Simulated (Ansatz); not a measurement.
`FB[SeH]` + H₂ → H₂Se + `BF` at 700 K and 1 bar (hydrogenolysis of the Se–B bond).

Gas-phase electronic energies from Ansatz, PBE0-D4/def2-TZVP geometries. CCSD(T)/CBS adds triple-zeta CCSD(T) − MP2 to the extrapolated MP2 energy (def2 sets, frozen cores). This one scheme is used for every species. For Se outer-core shells are correlated without core-valence functions, which leaves a few kJ/mol of doubt a bond. Scalar relativity is left out up to krypton. One conformer a species, not always the lowest.

```csv
species,CCSD(T)/CBS energy (Eh),H − E (kJ/mol),S (J/(mol·K))
`FB[SeH]`,-2526.56401,104.1,341.8
H₂,-1.17544,46.8,155.3
H₂Se,-2401.89790,61.1,251.1
`BF`,-125.82039,88.4,262.0
```

H − E and S are ideal-gas, rigid-rotor, harmonic terms from PBE0-D4/def2-TZVP, for one conformer and one mirror image of each species. The MP2-based limit puts H₂ 0.8 mEh under its directly extrapolated value; such offsets cancel only in part. 1 Eh = 2625.50 kJ/mol, R = 8.31446 J/(mol·K).

By hand: ΔE, ΔH, ΔS and ΔG.

ΔE = (-2401.89790) + (-125.82039) − (-2526.56401) − (-1.17544) = 0.02116 Eh = 55.6 kJ/mol. Δ(H − E) = 61.1 + 88.4 − 104.1 − 46.8 = -1.4, so ΔH = 54.2 kJ/mol. ΔS = 251.1 + 262.0 − 341.8 − 155.3 = 16.0 J/(mol·K). ΔG = 54.2 − 700 × (16.0)/1000 = 43.0 kJ/mol.

By hand: the equilibrium constant, and the temperature at which ΔG would vanish if ΔH and ΔS stayed fixed.

log₁₀ K = −ΔG/(RT ln 10) = -3.2. ΔG = 0 at ΔH/ΔS = 3388 K, far beyond where these terms or the molecules hold.

ΔH outweighs TΔS. A doubt of 5 kJ/mol in ΔE shifts log₁₀ K by 0.4 here. Other conformers and mirror images would add mixing entropy, several J/(mol·K) or more a flexible species. These are equilibria of isolated gas molecules and say nothing of rates. Largest T1 diagnostic: 0.013 (customary marks: 0.02 for closed shells, 0.045 for open ones).
